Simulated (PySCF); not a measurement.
Compound: C₄H₁₃BN₂Si.
Atom-mapped SMILES: `[CH3:1][B:2]([CH3:3])[N:4]1[CH2:5][CH2:6][NH:7][SiH2:8]1` (hydrogens: H9, H10, H11 on C1; H12, H13, H14 on C3; H15, H16 on C5; H17, H18 on C6; H19 on N7; H20, H21 on Si8)

Level: PBE0/pcSseg-1 and wB97X-D/def2-SVPD in PySCF, non-relativistic, on one gas-phase PBE0-D3(BJ)/def2-SVP geometry that isn't relaxed in the solvent. The solvent is an IEF-PCM continuum (van der Waals radii × 1.2). Only the electrostatic response of the medium enters.

Gas phase at PBE0/pcSseg-1: HOMO -6.75 eV, LUMO 0.72 eV, dipole 1.81 D.

What does the continuum do to the energy, the frontier levels and the dipole at PBE0/pcSseg-1 in cyclohexane and acetonitrile?

```json
{"solvent": "cyclohexane", "ε": "2.017", "E(solvent) − E(gas) (kcal/mol)": "-1.09", "polarisation term (kcal/mol)": "-1.13", "distortion of the solute (kcal/mol)": "0.04", "HOMO (eV)": "-6.69", "LUMO (eV)": "0.77", "dipole (D)": "2.00"}
{"solvent": "acetonitrile", "ε": "35.69", "E(solvent) − E(gas) (kcal/mol)": "-2.85", "polarisation term (kcal/mol)": "-3.14", "distortion of the solute (kcal/mol)": "0.29", "HOMO (eV)": "-6.65", "LUMO (eV)": "0.78", "dipole (D)": "2.29"}
```

The first energy column is the sum of the next two and covers electrostatics alone. From cyclohexane to acetonitrile the lowering changes by a factor 2.61, Onsager's factor (ε − 1)/(2ε + 1) by 2.37 and ε itself by 17.7.

Which radius a makes the point-dipole formula ΔE = −[(ε − 1)/(2ε + 1)]·μ²/a³ give the value in acetonitrile, with the gas-phase dipole?

μ = 0.711 au and |ΔE| = 0.00454 Eh give a = 1.99 Å; the farthest nucleus lies 3.63 Å from the centroid of the nuclei, so such a sphere wouldn't even hold the nuclei. The formula assumes a rigid point dipole at the centre of a sphere.

Which IAO charges (PBE0/pcSseg-1) respond most in acetonitrile (means over atoms taken as equivalent)?

```tsv
atoms	environment	gas (e)	solvent (e)	change
H19	N–H hydrogen	+0.259	+0.274	+0.015
N7	silicon-bound nitrogen	-0.683	-0.693	-0.010
H20/H21	Si–H hydrogen	-0.158	-0.163	-0.005
C1/C3	sp3 carbon bound to boron	-0.564	-0.570	-0.006
H17/H18	methylene hydrogen	+0.123	+0.128	+0.005
H15/H16	methylene hydrogen	+0.134	+0.138	+0.004
B2	three-coordinate boron	+0.278	+0.274	-0.004
C5	sp3 carbon bound to nitrogen	-0.140	-0.143	-0.003
C6	sp3 carbon bound to nitrogen	-0.140	-0.141	-0.001
H9 (×6)	methyl hydrogen	+0.144	+0.146	+0.002
N4	silicon-bound nitrogen	-0.494	-0.496	-0.002
Si8	SiH2 silicon	+0.985	+0.985	0.000
```

Which Mayer bond orders change most in acetonitrile?

```
  bond  length (Å)    gas  solvent  change
N7–Si8       1.734  0.994    1.013  +0.019
 B2–N4       1.415  1.211    1.221  +0.010
 N4–C5       1.463  0.925    0.916  -0.009
N7–H19       1.011  0.931    0.922  -0.009
 C6–N7       1.452  0.960    0.953  -0.007
C3–H12       1.105  0.946    0.943  -0.003
 B2–C3       1.585  1.008    1.011  +0.003
 C1–B2       1.584  1.012    1.014  +0.002
```

How do the nuclear quadrupole coupling constants eQVzz/h respond in acetonitrile?

```tsv
nucleus	Q (barn)	gas (MHz)	solvent (MHz)	η gas	η solvent
11B at B2	0.04059	4.11	4.09	0.15	0.15
14N at N4	0.02044	2.68	2.59	0.80	0.79
14N at N7	0.02044	-5.22	-5.04	0.37	0.37
```

Gas phase at wB97X-D/def2-SVPD: HOMO -8.69 eV, LUMO 1.90 eV, dipole 1.65 D.

What does the continuum do to the energy, the frontier levels and the dipole at wB97X-D/def2-SVPD in acetonitrile?

```
     solvent      ε  E(solvent) − E(gas) (kcal/mol)  polarisation term (kcal/mol)  distortion of the solute (kcal/mol)  HOMO (eV)  LUMO (eV)  dipole (D)
acetonitrile  35.69                           -2.77                         -3.13                                 0.36      -8.59       1.93        2.15
```

How does the static polarisability (wB97X-D/def2-SVPD, frozen core, with the continuum's full static response) change?

```csv
medium,isotropic (au),principal values (au),⟨r²⟩ of the electrons (bohr²)
gas,100.7,"82.0, 104.9, 115.1",1338.6
acetonitrile,136.4,"119.0, 141.1, 149.0",1338.0
```

The isotropic value in acetonitrile is 1.35 times the gas-phase one; no cavity-field correction is applied. ⟨r²⟩ is taken about the centre of nuclear charge.

The run took 1.8 min of wall time on one thread, Intel Xeon at 2.50 GHz (x86_64), on a shared host, and the process peaked at 1.1 GiB of memory. This is the whole shielding run at PBE0/pcSseg-1 in acetonitrile, SCF included.

The pairwise dispersion term of wB97X-D wasn't added to the energies; at a given geometry it leaves orbitals and properties as they are.
